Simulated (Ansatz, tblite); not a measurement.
Forces on B₅ at its PBE-D4/def2-SVP geometry. Total charge 0; doublet.

The xTB rows come from tblite. Another isomer (doublet) lies 2.25 eV lower at PBE0-D4/def2-TZVP; other spin states weren't run for this one.

GFN1-xTB (tblite), largest force 2.84 eV/Å:

```xyz
5
positions Å, forces eV/Å
B     0.981    0.240   -0.267    2.662    0.756   -0.642
B    -0.398    0.641    0.723   -0.967    1.807    1.962
B    -0.587   -0.887   -0.459   -1.020   -1.541   -0.798
B     0.414   -0.719    0.869    0.406   -1.815    1.305
B    -0.411    0.725   -0.866   -1.081    0.794   -1.827
```

GFN2-xTB (tblite), largest force 1.48 eV/Å:

```
B -0.052 -0.016 0.011
B 0.018 -0.037 -0.043
B 0.662 1.002 0.517
B -0.774 0.333 -1.212
B 0.147 -1.282 0.727
```

PBE-D4/def2-TZVP (Ansatz), largest force 0.59 eV/Å:

```
B -0.506 -0.056 0.194
B 0.279 -0.285 -0.374
B 0.121 0.187 0.095
B -0.144 0.424 -0.374
B 0.250 -0.269 0.459
```
